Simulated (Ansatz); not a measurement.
C3H6ClNSi (`C=N/C([SiH3])=C\Cl`). Total charge 0; spin multiplicity 1. The geometry is a stationary point of PBE0-D4/def2-TZVP. It is one conformer, not always the lowest.

```xyz
12

C     1.955   -0.633    0.528
N     0.894   -0.099    0.950
C    -0.265   -0.100    0.183
Si   -0.815    1.564   -0.484
C    -1.056   -1.161    0.005
Cl   -0.722   -2.732    0.623
H     2.037   -1.111   -0.454
H     2.838   -0.620    1.164
H    -2.086    1.365   -1.225
H     0.228    2.094   -1.400
H    -1.010    2.527    0.628
H    -1.999   -1.096   -0.520
```

What is the dipole moment at r2SCAN/def2-TZVPP? (Estimate.)

Ansatz gave: 1.54 D, with components (0.78, 0.40, -1.26) D in this frame, pointing from negative to positive charge.

And with PBE, B3LYP, ωB97M-V? (Estimate.)

Computed: PBE 1.44 D, B3LYP 1.55 D, ωB97M-V 1.58 D.

Give the Mulliken charges with r2SCAN, ωB97M-V, PBE in def2-TZVPP. (Estimate.)

Ansatz gave: 
```csv
atom,r2SCAN,ωB97M-V,PBE
C1,0.02,-0.07,-0.07
N2,-0.25,-0.22,-0.15
C3,-0.06,-0.08,-0.01
Si4,0.34,0.21,0.23
C5,-0.02,-0.07,-0.07
Cl6,-0.10,-0.06,-0.09
H7,0.07,0.11,0.08
H8,0.09,0.12,0.11
H9,-0.07,-0.03,-0.05
H10,-0.07,-0.03,-0.05
H11,-0.06,-0.01,-0.04
H12,0.11,0.11,0.11
```

B3LYP here is the variant with VWN-RPA as its local correlation; programs differ in this.
